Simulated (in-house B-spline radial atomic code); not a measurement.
Values are calculated unless marked as measured or tabulated.
# Correlation energy from the adiabatic connection: −V exp(−r²/w²), V = 12.8, w = 2.02

Two electrons in a singlet, external potential −V exp(−r²/w²), V = 12.8, w = 2.02 (atomic units). Full CI in B-splines (partial waves to l = 8, correlation up to 0.6 % small) with the density held fixed gives W(λ) = <V_ee>_λ − U, and E_c is the integral of W(λ) − W(0) from 0 to 1.

```json
{"λ": "0", "W(λ) − W(0) (hartree)": "0.00000"}
{"λ": "0.02", "W(λ) − W(0) (hartree)": "-0.00196"}
{"λ": "0.05", "W(λ) − W(0) (hartree)": "-0.00487"}
{"λ": "0.12", "W(λ) − W(0) (hartree)": "-0.01152"}
{"λ": "0.25", "W(λ) − W(0) (hartree)": "-0.02337"}
{"λ": "0.4", "W(λ) − W(0) (hartree)": "-0.03629"}
{"λ": "0.6", "W(λ) − W(0) (hartree)": "-0.05234"}
{"λ": "0.8", "W(λ) − W(0) (hartree)": "-0.06718"}
{"λ": "1", "W(λ) − W(0) (hartree)": "-0.08093"}
```

Task: Integrate the table by the trapezoid rule.

Result: The strips give -0.00002, -0.00010, -0.00057, -0.00227, -0.00447, -0.00886, -0.01195, -0.01481, which sum to -0.04306 hartree. The direct value, W(1) − W(0) + T_c with T_c = 0.03779, is -0.04314; the curve is convex, so chords lie above it and the trapezoids fall short in size by 0.18 %.

Task: Now use only three numbers: W(0) = -1.1268, the initial slope W'(0) = -0.09842 (extrapolated from the first points) and the strong-coupling limit of the point-charge-plus-continuum model, W∞ = -1.5501. What do second-order theory and the interpolation W(λ) = W∞ + (W(0) − W∞)/√(1 + 2χλ) of Seidl, Perdew and Levy give?

Result: Second order keeps the slope alone: E_c = W'(0)/2 = -0.04921, +14 % in size against -0.04314. Matching the slope fixes χ = W'(0)/(W∞ − W(0)) = -0.09842/(-0.42330) = 0.23251. Integrating, with s = √(1 + 2χ) = 1.210377, E_c = −(W(0) − W∞)(s − 1)/(s + 1) = −0.42330 × 0.210377/2.210377 = -0.04029 hartree, -6.6 % in size against the full result. At λ = 1 the formula gives W − W(0) = -0.07357 against -0.08093. Part of the miss can come from the model's W∞.
